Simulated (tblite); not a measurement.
FK, charge -1, doublet, at the geometry of the source list (GFN-xTB shapes and energies of metal compounds can be far from the true ones) (a state made from the parent by changing its charge; the spin is typed, not shown lowest); GFN1-xTB (tblite).

Input for tblite:
```
$ tblite run mol.xyz --method gfn1 --charge -1 --spin 1 --guess eeq --json tblite.json --no-restart

# file mol.xyz
2

K     -0.53980000    -0.44520000    -0.72920000
F      0.53980000     0.44520000     0.72920000
```

What the program printed (banner, timings and long lists left out):

```
xTB calculator
 | screened Coulomb repulsion
 | Coulomb electrostatics
 |  * isotropic Klopman-Ohno-Mataga-Nishimoto electrostatics
 |  * onsite third-order electrostatics
 | DFT-D3(BJ) dispersion correction

halogen bonding energy    0.0000000000000E+00 Eh
repulsion energy          4.6038593793167E-03 Eh
dispersion energy        -1.0746259930617E-04 Eh
number of electrons       9.0000000000000E+00 e
integral cutoff           4.0000000000000E+01 bohr

------------------------------------------------------------
  cycle        total energy    energy error   density error
------------------------------------------------------------
      1    -0.2185677251729  -2.2306412E-01   2.8605914E+00
      2     -5.544833036355  -5.3262653E+00   1.0983489E+00
      3     -5.573807564446  -2.8974528E-02   7.5227627E-01
      4     -5.591153914968  -1.7346351E-02   3.3225226E-01
      5      2.654104286401   8.2452582E+00   3.8020791E+00
      6     -5.604006407532  -8.2581107E+00   4.4546400E-01
      7     -5.605032313187  -1.0259057E-03   4.3818995E-01
      8     -5.584551327424   2.0480986E-02   5.7041208E-01
      9     -5.605302949036  -2.0751622E-02   3.4314333E-01
     10     -5.620734401390  -1.5431452E-02   1.1581593E-01
     11     -5.623107889505  -2.3734881E-03   1.9846436E-02
     12     -5.623162035494  -5.4145989E-05   8.2903911E-03
     13     -5.623176627766  -1.4592271E-05   7.9205138E-04
     14     -5.623176653916  -2.6150249E-08   5.9628693E-04
     15     -5.623176731139  -7.7223237E-08   1.7778731E-05
------------------------------------------------------------

electronic energy        -5.6276731279193E+00 Eh
total energy             -5.6231767311393E+00 Eh

Post processing:
 | Mayer-Wiberg bond orders

[Info] JSON dump of results written to 'tblite.json'
```
